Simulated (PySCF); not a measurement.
## Calculated NMR data

[PySCF: PBE0/pcSseg-1 with gauge-including orbitals; coordinates at the GFN2-xTB level; gas phase; fast rotation and ring inversion assumed for equivalent nuclei; non-relativistic; one conformer]

Shifts are taken against calculated references (same method and geometry level): 1H (σ = 31.72 ppm), 13C (σ = 186.93 ppm) vs TMS. Splittings of carbon signals by F and P are missing where no couplings were computed. Where no couplings were computed, multiplicities follow the n + 1 count of equivalent neighbours, and m marks all less simple cases (inequivalent or close neighbours, rings, F or P nearby). Shifts are as computed. Against solution values, carbons near 30 ppm lie about +3 ppm off and those near 130 ppm about +5 ppm. Of 1309 compounds with measured shifts, 239 miss one by over three times the rms of a fit or turn the order of signals round; such compounds aren't used in these exercises.

Compound 1 (C₅H₉FO₂Si). 1H NMR (500 MHz, computed): δ 5.74 (m, 1H), 5.28 (m, 1H), 5.12 (m, 1H), 4.88 (m, 1H), 3.64 (s, 3H), 2.02 (m, 1H), 1.74 (m, 1H). 13C{1H} NMR (computed): δ 171.5, 114.2, 99.5, 57.4, 12.7. Structure: SMILES CO[C@H]1C=C(F)C[SiH2]O1.

Compound 2 (C₅H₉FO₂Si). 1H NMR (500 MHz, computed): δ 10.38 (m, 1H), 6.62 (m, 1H), 5.28 (m, 2H), 4.04 (q, 2H), 1.46 (t, 3H). 13C{1H} NMR (computed): δ 198.4, 194.6, 136.5, 63.8, 20.4. Structure: SMILES CCO[SiH2]/C(F)=C\C=O.
